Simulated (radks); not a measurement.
Values are calculated unless marked as measured or tabulated.
Q: Ionisation ladder of krypton, from Kr XXIII to Kr XXXVI. Each ion is in the ground configuration listed by NIST, and IE = E(next ion) - E(this ion), with E = 0 for the bare nucleus. Level of theory: scalar-relativistic Kohn-Sham, BLYP, spin-polarised, spherical densities, finite nucleus; open shells are filled with parallel spins first; Fermi nuclear charge, rms radius 4.1884 fm (a radial shooting solver on a logarithmic mesh with Libxc functionals).

| species | configuration | IE, Delta-SCF (eV) | <r> HOMO (bohr) |
|---|---|---|---|
| Kr XXIII | [Ne] 3s2 3p2 | 994.77 | 0.443 |
| Kr XXIV | [Ne] 3s2 3p1 | 1044.0 | 0.438 |
| Kr XXV | [Ne] 3s2 | ? | 0.446 |
| Kr XXVI | [Ne] 3s1 | ? | 0.442 |
| Kr XXVII | [Ne] | 2946.5 | 0.156 |
| Kr XXVIII | [He] 2s2 2p5 | ? | 0.154 |
| Kr XXIX | [He] 2s2 2p4 | 3226.3 | 0.153 |
| Kr XXX | [He] 2s2 2p3 | 3417.9 | 0.150 |
| Kr XXXI | [He] 2s2 2p2 | 3567.5 | 0.148 |
| Kr XXXII | [He] 2s2 2p1 | 3715.3 | 0.147 |
| Kr XXXIII | [He] 2s2 | 3970.5 | 0.170 |
| Kr XXXIV | [He] 2s1 | 4115.7 | 0.169 |
| Kr XXXV | [He] | ? | 0.0412 |
| Kr XXXVI | 1s1 | 17945.9 | 0.0407 |

Estimate the withheld Delta-SCF values.

A: Kr XXV: 1154.7 eV (NIST 1155); Kr XXVI: 1209.6 eV (NIST 1205.2); Kr XXVIII: 3087.0 eV (NIST 3072); Kr XXXV: 17322.2 eV (NIST 17296.4).
